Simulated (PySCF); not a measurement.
# Computed properties of Ge(F)3(OSiH3) (F₃GeH₃OSi), SMILES [F][Ge]([F])([O][SiH3])[F]

Ge(F)3(OSiH3) (F₃GeH₃OSi), SMILES [F][Ge]([O][SiH3])([F])[F]. The structure is a stationary point at r2SCAN-D4/def2-SVP. Other conformers were not sampled. All values are computed for the isolated molecule unless a solvent is named; none is compared with measurement here.

**Structure.** All 21 harmonic modes at r2SCAN-D4/def2-SVP (PySCF) are real, so it is a minimum. With heavy atoms numbered as in [F:1][Ge:2]([F:3])([F:4])[O:5][SiH3:6], the shortest bond between them is O5–Si6 at 1.687 Å and the longest Ge2–O5 at 1.719 Å.

**Vibrations.** The strongest infrared lines (harmonic, unscaled, degenerate partners summed) lie at 972 cm⁻¹ (567 km/mol, H 60 %, O 20 %, Si 19 %), 2248 cm⁻¹ (126 km/mol, H 96 %), 2273 cm⁻¹ (106 km/mol, H 96 %). The softest mode is at 26 cm⁻¹ and the zero-point energy is 23.3 kcal/mol.

**Electronic structure.** HF/def2-TZVP (PySCF) places the frontier levels at -13.31 and 2.18 eV, a gap of 15.49 eV, and gives a dipole moment of 2.35 D and a mean polarisability of 45.1 bohr³. PBE/def2-TZVP (PySCF) at the same geometry gives -8.18 and -2.56 eV, so its gap is 9.87 eV narrower. An orbital gap is neither the optical nor the fundamental gap.

**Excitations.** TDA-M06-2X/def2-SVPD (PySCF) has S1 at 7.40 eV (167 nm, f = 0.001, dark); the most intense of the 10 singlets computed lies at 9.34 eV (f = 0.16). T1 (TDA) is at 7.04 eV, 0.36 eV under S1. TDA-PBE/def2-SVPD (PySCF) puts S1 at 5.59 eV. No vertical singlet excitation falls in the visible range (under 3.1 eV).

**NMR.** GIAO shifts at KT2/pcSseg-1 (PySCF) (non-relativistic, atoms alike by connectivity averaged): ¹H at 5.6 ppm against TMS; ²⁹Si at -16.0 ppm against TMS; ¹⁹F at -179.7 ppm against CFCl3.
